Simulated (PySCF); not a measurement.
TiOCl, SMILES [O]=[Ti][Cl] (connectivity only; charge and spin as stated), neutral, multiplicity 2.

The structure is a stationary point at PBE0-D3(BJ)/def2-TZVP. The multiplicity is an assumed one; other spin states were not compared.

These are PySCF with PBE/def2-TZVPD values and carry that method's errors.

Isolated molecule, no solvent.

```json
{
 "total_energy": "-1384.54655 hartree",
 "point_group": "Cs",
 "α spin, highest occupied and lowest empty level": "-4.47 and -3.78 eV",
 "β spin, highest occupied and lowest empty level": "-7.20 and -3.33 eV",
 "dipole_moment": "4.60 D",
 "quadrupole, principal values (traceless, Buckingham form, about the centre of nuclear charge)": "-14.02, 3.36, 10.66 D·Å",
 "mean_static_polarisability": "67.5 bohr³ (10.00 Å³)",
 "polarisability_principal_values": "40.0, 70.0, 92.4 bohr³",
 "⟨S²⟩": "0.756 (pure state 0.75)"
}
```
